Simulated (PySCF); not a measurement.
Computed shifts of a molecule CH₆OSeSi, HF/pcSseg-1 (PySCF), GIAO, gas phase, atoms alike by connectivity averaged where their shifts nearly agree, in ppm (number of nuclei): ¹³C: 24.7 (1). ¹H: 4.53 (3), 3.06 (3). ²⁹Si: -30.7 (1). References: ⁷⁷Se against Me2Se (σ = 1942.8 ppm); ¹³C against TMS (σ = 192.6 ppm); ¹H against TMS (σ = 31.99 ppm); ¹⁷O against H2O (σ = 333.0 ppm); ²⁹Si against TMS (σ = 393.8 ppm), references at their B3LYP-D3(BJ)/def2-TZVP geometries, non-relativistic. Geometry: TPSSh-D3(BJ)/def2-SVP. One conformer was computed; it need not be the lowest.

Which structure fits?
A. CO[SiH2][SeH]
B. CO[Se][SiH3]
C. C[Se]O[SiH3]

C, C[Se]O[SiH3]
